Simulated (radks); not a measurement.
Co12+, configuration [Ne] 3s2 3p3.

Calculated with a radial shooting solver on a logarithmic mesh with Libxc functionals: Dirac Kohn-Sham, BLYP, spin-unpolarised, spherical densities, finite nucleus; open shells fill j = l - 1/2 first; Fermi nuclear charge, rms radius 3.7875 fm.

Energy parts (eV):
part                      energy
total                 -36233.155
kinetic                36820.975
electron-nucleus      -81357.664
Hartree                 9636.896
exchange-correlation   -1333.361

Orbitals (lengths in bohr, moments of r in powers of bohr):
orbital  occ.  eigenvalue (eV)       <r^4>  <1/r>
1s1/2       2        -7949.855  0.00004636  27.03
2s1/2       2        -1248.127    0.009945  5.874
2p1/2       2        -1131.091    0.007230  5.820
2p3/2       4        -1116.072    0.007564  5.709
3s1/2       2        -394.8864      0.4019  2.136
3p1/2       2        -358.2008      0.4159  2.065
3p3/2       1        -355.3786      0.4283  2.041

The highest occupied level is 3p3/2 at -355.38 eV. The electron density at the nucleus is 1.733e+04 e/bohr^3. The density falls to 0.001 e/bohr^3 at r = 1.68 bohr. Summed over all electrons, <r^2> = 3.128 bohr^2, which gives a Langevin (diamagnetic) susceptibility term of -2.48 x 10^-6 cm^3/mol.
